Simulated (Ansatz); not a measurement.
Geometry optimisation, Ansatz, RKS r2SCAN-D4/6-31G.

input.yaml

```yaml
crystal:
  periodic: [false, false, false]
  atoms:
    - { symbol: Si, position_ang: [0.0, 0.0, 0.0] }
    - { symbol: O, position_ang: [0.0, 0.0, 1.68] }
    - { symbol: Si, position_ang: [-1.3147, -0.4067, 2.6436] }
    - { symbol: H, position_ang: [-2.239, -1.2403, 1.8804] }
    - { symbol: H, position_ang: [-0.8506, -1.1432, 3.8157] }
    - { symbol: H, position_ang: [-1.9987, 0.8095, 3.0733] }
    - { symbol: Si, position_ang: [2.0935, 0.0, -0.7393] }
    - { symbol: H, position_ang: [2.5508, -1.3762, -0.9079] }
    - { symbol: H, position_ang: [2.1573, 0.6939, -2.0222] }
    - { symbol: H, position_ang: [2.951, 0.6823, 0.2255] }
    - { symbol: Si, position_ang: [-1.0456, 1.8115, -0.7393] }
    - { symbol: H, position_ang: [-2.4302, 1.478, -1.0607] }
    - { symbol: H, position_ang: [-1.0215, 2.8436, 0.2931] }
    - { symbol: H, position_ang: [-0.3743, 2.3069, -1.9374] }
    - { symbol: C, position_ang: [-0.8808, -1.5259, -0.6227] }
    - { symbol: H, position_ang: [-1.3804, -2.0377, 0.2261] }
    - { symbol: H, position_ang: [-1.6409, -1.2332, -1.3768] }
    - { symbol: H, position_ang: [-0.1449, -2.2146, -1.0879] }
basis:
  gaussian: { orbitals: "6-31G" }
hamiltonian:
  xc: r2scan
  dispersion: d4
relax:
  f_tol: 0.02
  max_steps: 40
```

Launched with:

```bash
$ ansatz run input.yaml --threads 2 --pin off --max-ram 3072MiB --backend cpu --events-out ev --progress --plain --runs-dir out
```

Task: Where does it end, and by what steps?

Result: The forces met the threshold. The force dipped under the threshold on the way, but the program's further checks kept it going. Limits of this set-up: no polarisation functions. After 39 steps the energy has fallen by 0.992 eV; H16 moved furthest, 1.85 Å.

| step | energy less start (eV) | largest force component (eV/Å) | accepted |
| --- | --- | --- | --- |
| 0 | 0.0000 | 1.043 | yes |
| 2 | -0.8164 | 0.173 | yes |
| 4 | -0.8814 | 0.327 | yes |
| 6 | -0.9419 | 0.232 | yes |
| 8 | -0.9621 | 0.378 | yes |
| 10 | -0.9653 | 0.287 | no |
| 12 | -0.9755 | 0.043 | yes |
| 14 | -0.9772 | 0.045 | yes |
| 16 | -0.9780 | 0.034 | yes |
| 18 | -0.9786 | 0.024 | yes |
| 20 | -0.9761 | 0.097 | no |
| 22 | -0.9797 | 0.032 | yes |
| 24 | -0.9806 | 0.053 | yes |
| 26 | -0.9813 | 0.170 | yes |
| 28 | -0.9843 | 0.013 | yes |
| 30 | -0.9866 | 0.179 | yes |
| 32 | -0.9895 | 0.075 | yes |
| 34 | -0.9892 | 0.175 | no |
| 36 | -0.9910 | 0.046 | yes |
| 38 | -0.9914 | 0.023 | yes |
| 39 | -0.9916 | 0.006 | yes |

```xyz
18
Properties=species:S:1:pos:R:3
Si -0.336 -0.235 -0.237
O -0.864 -0.731 1.321
Si -1.020 -0.379 2.981
H -1.815 -1.477 3.620
H 0.336 -0.292 3.635
H -1.730 0.938 3.179
Si 2.040 -0.108 -0.261
H 2.661 -1.445 0.044
H 2.512 0.329 -1.624
H 2.545 0.890 0.747
Si -1.287 1.884 -0.760
H -2.790 1.833 -0.710
H -0.818 2.949 0.195
H -0.877 2.294 -2.151
C -0.940 -1.552 -1.475
H -2.033 -1.620 -1.450
H -0.626 -1.298 -2.495
H -0.528 -2.533 -1.214
```

The run took 5.3 min on 2 threads of Arm Neoverse V1, with other jobs on the host, peak memory 0.21 GiB.
